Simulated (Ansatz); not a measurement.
Two isomers of CH8N2Si2: A = `N=C[SiH2][SiH2]N`, B = `C=N[SiH2]N[SiH3]`.

Calculated with Ansatz (gas phase, PBE0-D4/def2-TZVP geometries, no zero-point term in ΔE). CBS: MP2 limit from def2 TZ/QZ plus the TZ coupled-cluster correction, frozen cores. DFT in def2-TZVPP. B3LYP here is the variant with VWN-RPA as its local correlation; programs differ in this. One conformer a species, not always the lowest.

Which isomer does CCSD(T)/CBS put lower? Give the gap. (An estimate is asked.)

The calculation gave: B, by 26.1 kcal/mol.

Give E(B) − E(A) in kcal/mol with B3LYP, B2PLYP, ωB97M-V, PBE-D4, r2SCAN-D4, PBE0-D4, CCSD/def2-TZVPP. (Best estimate.)

The calculation gave: B3LYP -26.1, B2PLYP -27.4, ωB97M-V -26.7, PBE-D4 -19.6, r2SCAN-D4 -24.7, PBE0-D4 -22.0, CCSD/def2-TZVPP -27.0. None reverses the order clearly.

Largest T1 diagnostic: 0.013.

From PBE to PBE0 (25 % exact exchange), in def2-TZVPP and without D4, E(B) − E(A) moves by −2.4 kcal/mol. In def2-TZVPP, CCSD(T) changes the Hartree–Fock value by +7.1 kcal/mol (the triples alone add +0.9 kcal/mol) and MP2 by +4.4 kcal/mol.
